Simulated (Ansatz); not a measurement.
Computed with Ansatz on PBE0-D4/def2-TZVP structures; ΔE is electronic, products minus reactants. CCSD(T)/CBS adds triple-zeta CCSD(T) − MP2 to the extrapolated MP2 energy (def2 sets, frozen cores). This one scheme is used for every species. DFT in def2-TZVPP. For Ge, Se outer-core shells are correlated without core-valence functions, which leaves a few kJ/mol of doubt a bond. Scalar relativity is left out up to krypton. Each species was taken in one conformer, which may not be the lowest.

Consider the formal exchange of groups at the Se–B bond: `[SiH3][Se]BCl` + GeH₄ → `[SiH3][Se][GeH3]` + `BCl`.

`[SiH3][Se]BCl`:

Z-matrix (Å, degrees):
```
Si
Se 1 2.294
H 1 1.482 2 110.2
H 1 1.483 2 106.1 3 119.3
H 1 1.482 2 110.1 3 -121.5
B 2 1.922 1 95.4 3 60.7
Cl 6 1.742 2 119.7 1 180.0
H 6 1.191 2 121.8 1 -0.0
```

GeH₄:

Z-matrix (Å, degrees):
```
Ge
H 1 1.534
H 1 1.534 2 109.5
H 1 1.534 2 109.5 3 -120.0
H 1 1.534 2 109.5 3 120.0
```

`[SiH3][Se][GeH3]`:

Cartesian coordinates in Å:
```
Si 1.570 0.655 0.047
Se -0.321 1.083 -1.139
Ge -1.598 -0.607 -0.104
H 1.335 0.835 1.504
H 2.591 1.622 -0.423
H 2.042 -0.734 -0.188
H -1.673 -0.347 1.408
H -2.991 -0.530 -0.739
H -0.955 -1.977 -0.366
```

`BCl`:

```xyz
4

B    -0.010    0.014   -0.152
Cl    0.104   -0.143    1.570
H     0.663    0.837   -0.686
H    -0.757   -0.708   -0.733
```

```
         level  ΔE (kcal/mol)
       ωB97X-V            3.0
           PBE            5.3
          PBE0            4.0
 HF/def2-TZVPP           -0.7
MP2/def2-TZVPP            3.8
 HF/def2-QZVPP           -0.7
  HF/CBS(def2)           -0.7
 MP2/CBS(def2)            3.5
```

Question: What does CCSD(T)/CBS give? (An estimate is asked.)

Answer: The calculation gave: +3.5 kcal/mol. The listed levels differ from it by -0.5, 1.8, 0.5, -4.2, 0.3, -4.2, -4.2, 0.0 kcal/mol.

Largest T1 diagnostic among the species: 0.012.

From PBE to PBE0 (25 % exact exchange), in def2-TZVPP and without D4, ΔE moves by −1.3 kcal/mol. In def2-TZVPP, CCSD(T) changes the Hartree–Fock value by +4.5 kcal/mol (the triples alone add +0.7 kcal/mol) and MP2 by +4.5 kcal/mol.
